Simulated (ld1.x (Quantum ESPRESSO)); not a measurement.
## What one change does to a pseudopotential (Se (Z = 34), ultrasoft)

| Quantity | Value |
| --- | --- |
| Element | selenium |
| Generator | ld1.x (Quantum ESPRESSO) 7.5 |
| Type | ultrasoft |
| Functional | PBE |
| Relativity | scalar-relativistic |
| Frozen core | [Ar] 3d10 |
| Valence charge | 6 |
| Reference configuration | 4s2 4p4 |
| Partial waves | 4s (bound): rcut 1.45, rcutus 1.60 bohr; 4s channel at -0.1 Ry: rcut 1.45, rcutus 1.60 bohr; 4p (bound): rcut 1.75, rcutus 2.00 bohr; 4p channel at -0.15 Ry: rcut 1.75, rcutus 2.00 bohr |
| Local potential | all-electron potential smoothed inside 1.50 bohr (lloc = -1) |
| Core correction | none |
| Augmentation charge | built from norm-conserving waves at rcut, not smoothed further |

Change: local potential all-electron potential smoothed inside 1.34 bohr (lloc = -1).

Cutoffs: the cutoffs (Ry, on a coarse ladder) from which the occupation-weighted sum of valence levels, in a spherical-Bessel basis at the reference potential, stays within 10 and 1 mRy of its value at 400 Ry; they do not see the model core or the augmentation charge, which bear on the density cutoff. Errors are all-electron minus pseudo energies relative to the spin-unpolarised reference configuration.

Problem. Predict the effect on cutoff, ghosts and configuration errors.

Solution. The potential gets softer (15 Ry and 25 Ry → 15 Ry and 21 Ry); the errors of the 7 common tests hardly move; neither file shows a bound ghost.

| quantity | base | changed |
| --- | --- | --- |
| cutoff, loose | 15 Ry | 15 Ry |
| cutoff, tight | 25 Ry | 21 Ry |
| loose cutoff by channel (10 mRy a level) | s 10 Ry, p 10 Ry | s 8 Ry, p 10 Ry |
| bound ghosts | none | none |
| error for 4s2 4p3, meV [ΔE 10.84 eV] | -5.0 | -5.0 |
| error for 4s2 4p2, meV [ΔE 31.19 eV] | -24 | -24 |
| error for 4s2 4p1, meV [ΔE 62.06 eV] | -62 | -60 |
| error for 4s2 4p0, meV [ΔE 104.25 eV] | -82 | -75 |
| error for 4s1 4p5, meV [ΔE 10.88 eV] | +1.9 | +2.0 |
| error for 4s0 4p6, meV [ΔE 21.96 eV] | +9.6 | +9.6 |
| error for 4s2 4p4.3, meV [ΔE -1.59 eV] | +0.1 | +0.1 |
| s: phases at 2.21 bohr within 0.05 rad from the reference energy up to (Ry; the scan ends near 5) | 4.5 | 4.6 |
| p: phases at 2.21 bohr within 0.05 rad from the reference energy up to (Ry; the scan ends near 5) | to the end of the scan | to the end of the scan |
| lowest overlap eigenvalue by channel | s 0.32, p 0.64 | s 0.30, p 0.60 |
